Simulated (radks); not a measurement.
Values are calculated unless marked as measured or tabulated.
Problem. Cs V, configuration [Kr] 4d10 5s2 5p3 (the NIST ground configuration). Level of theory: scalar-relativistic Kohn-Sham, BLYP, spin-polarised, spherical densities, finite nucleus; open shells are filled with parallel spins first (spin-orbit coupling, left out, can overturn this in heavy ions); Fermi nuclear charge, rms radius 4.8041 fm (a radial shooting solver on a logarithmic mesh with Libxc functionals). Some entries of the table are withheld. Estimate them.

orbital,occ.,eigenvalue (Ry),<r> (bohr)
1s up,1,-2634.647,0.02611
1s down,1,-2634.634,0.02611
2s up,1,-415.9966,0.1121
2s down,1,-415.9902,0.1121
2p up,3,-373.5531,0.09820
2p down,3,-373.5422,0.09820
3s up,1,-89.00258,0.2991
3s down,1,-88.99137,0.2991
3p up,3,-75.34292,0.2970
3p down,3,-75.33017,0.2970
3d up,5,-55.27817,0.2735
3d down,5,-55.26590,0.2735
4s up,1,-19.35468,0.6941
4s down,1,-19.32852,0.6940
4p up,3,-14.98150,0.7385
4p down,3,-14.95443,0.7379
4d up,5,-8.61319,0.8335
4d down,5,-8.57605,0.8299
5s up,1,-4.91740,1.639
5s down,1,-4.73250,1.637
5p up,3,(1),1.850
5p down,0,(2),1.866
4f up,0,-2.29248,1.395
4f down,0,-2.18507,1.366
6s up,0,-1.98445,3.349

Solution. 
(1) 5p up eigenvalue (Ry): -3.80922
(2) 5p down eigenvalue (Ry): -3.62122
